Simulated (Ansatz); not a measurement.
The cluster Pb2S⁺ (the lowest doublet isomer of a short search). Charge 1, multiplicity 2. Geometry PBE-D4/def2-TZVP, basis def2-TZVP, Ansatz.

```
atom    x (Å)    y (Å)    z (Å)
 Pb1   0.5387  -1.5086   0.8241
 Pb2   0.6454   1.6155  -0.4677
  S3  -1.1842  -0.1069  -0.3564
```

```csv
run,HOMO (eV),LUMO (eV)
A,-10.00,-8.25
B,-9.61,-9.06
C,-10.20,-7.95
D,-9.23,-8.65
E,-10.46,-7.76
F,-11.14,-7.11
```

In the def2 sets Pb takes a core potential; there is no spin–orbit coupling. B3LYP takes the VWN-RPA correlation. The structure comes from a short search, and lower isomers may exist.

HOMO and LUMO are taken over both spins.

Q: The runs used B3LYP, BLYP, CAM-B3LYP, LDA (SPW92), PBE0, r2SCAN0. Estimate which is which.

A: A B3LYP (20 % exact exchange); B LDA (SPW92) (0 % exact exchange); C PBE0 (25 % exact exchange); D BLYP (0 % exact exchange); E r2SCAN0 (25 % exact exchange); F CAM-B3LYP (range-separated). Exact exchange lowers occupied and raises empty levels; among semilocal functionals meta-GGAs tend to open the gap a little, and such runs are hard to tell apart. The gap grows from 0.55 eV (LDA (SPW92)) to 4.04 eV (CAM-B3LYP).
